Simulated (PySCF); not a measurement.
A structure optimised at r2SCAN-D4/def2-SVP, used in a PySCF frequency run:

```
Sn
O 1 1.9823
H 2 0.9678 1 112.37
H 1 1.7013 2 103.80 3 171.38
H 1 1.7116 4 118.15 2 -123.51
Br 1 2.5068 4 109.14 2 115.17
```
Charge 0, spin multiplicity 1.

### Question
Write its SMILES and formula.

### Answer
[OH][SnH2][Br], BrH3OSn

### Question
What are its rotational constants (standard atomic weights)?

### Answer
8.8908, 1.4179, 1.2520 GHz
